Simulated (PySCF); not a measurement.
C3H13OPSi2: core ionisation energies

C3H13OPSi2.
Structure used (PBE0-D3(BJ)/def2-SVP), in Å, numbered top down from 1:
```xyz
20
C3H13OPSi2 angstrom
C     -2.5239   -0.1093    1.1908
C     -1.4571   -0.2511    0.1066
C     -1.6753    0.7257   -1.0496
Si     0.2950   -0.0600    0.8176
Si     1.9583   -0.5847   -0.7425
O      1.5669    0.2438   -2.1506
P      4.0570   -0.0306   -0.0696
H     -2.4972    0.8935    1.6489
H     -2.3973   -0.8469    1.9984
H     -3.5337   -0.2470    0.7680
H     -1.4987   -1.2820   -0.2927
H     -0.9025    0.6259   -1.8270
H     -2.6605    0.5652   -1.5189
H     -1.6503    1.7690   -0.6929
H      0.5139    1.3498    1.2821
H      0.5009   -0.9621    1.9988
H      2.0254   -2.0648   -0.9958
H      2.1657    0.1219   -2.8947
H      4.0014   -0.9222    1.0468
H      3.6494    1.1098    0.6884
```

Level of theory: delta-SCF UKS SCAN, pcX-2 on the ionised atom, pcseg-1 elsewhere, spin-free X2C (PySCF 2.14.0). Binding energies are ΔSCF values: E(core-ionised, relaxed orbitals) − E(ground state) at a fixed geometry, referred to the vacuum level.

Question: List the computed XPS lines with their assignment.

Answer: 
| atom(s) | environment | level | binding energy (eV) | 2p1/2 (eV) | above the level's lowest (eV) | count |
| --- | --- | --- | --- | --- | --- | --- |
| Si4 | SiH2 silicon | Si 2p3/2 | 105.94 | 106.57 | 0.00 | 1 |
| Si5 | oxygen-bound silicon | Si 2p3/2 | 106.80 | 107.42 | +0.86 | 1 |
| P7 | three-coordinate phosphorus | P 2p3/2 | 136.06 | 136.95 | 0.00 | 1 |
| C2 | sp3 carbon bound to silicon | C 1s | 290.02 | – | 0.00 | 1 |
| C3 | methyl carbon | C 1s | 290.29 | – | +0.27 | 1 |
| C1 | methyl carbon | C 1s | 290.45 | – | +0.43 | 1 |
| O6 | silanol oxygen | O 1s | 538.32 | – | 0.00 | 1 |
| Si4 | SiH2 silicon | Si 1s | 1845.65 | – | 0.00 | 1 |
| Si5 | oxygen-bound silicon | Si 1s | 1846.63 | – | +0.98 | 1 |
| P7 | three-coordinate phosphorus | P 1s | 2149.57 | – | 0.00 | 1 |

The listed C 1s values span 0.43 eV, from C2 (bonded to 2 C, H and Si) to C1 (bonded to C and 3 H). Summing the Pauling electronegativity differences to the bonded atoms, each weighted by its formal bond order, gives -1.00 for the lowest site and -1.05 for the highest; the largest sum, -1.00, belongs to C2, 0.43 eV below the top. The smallest sum, -1.05, belongs to C3, 0.27 eV above the lowest.

Lowest listed Si 1s: Si4, bonded to C, 2 H and Si. Highest, 0.98 eV above it: Si5, bonded to O, H, P and Si.

Lowest listed Si 2p3/2: Si4, bonded to C, 2 H and Si. Highest, 0.86 eV above it: Si5, bonded to O, H, P and Si. Summing the Pauling electronegativity differences to the bonded atoms, each weighted by its formal bond order, gives +1.25 for the lowest site and +2.13 for the highest.

Question: Which photon energy gives electrons from C 1s of C2 a kinetic energy of 20 eV, and what is their de Broglie wavelength?

Answer: hν = 290.02 + 20 = 310.02 eV, recoil neglected; λ = 12.264 Å/√(E/eV) = 2.74 Å.

The 2p values aren't plain energy differences: one relaxed spin-free 2p hole is combined with a matrix within the shell (ground-state 2p orbital-energy differences and spin–orbit coupling). 2p3/2, the mean of its two sublevels, lies a third of the splitting below the shell's mean and 2p1/2 two thirds above it; the statistical areas are 2:1. 2p1/2 minus 2p3/2 (ligand field included): Si 0.62 eV, P 0.89 eV. One conformer (not necessarily the lowest) at the PBE0-D3(BJ)/def2-SVP geometry, without solvent, vibrations or thermal averaging.
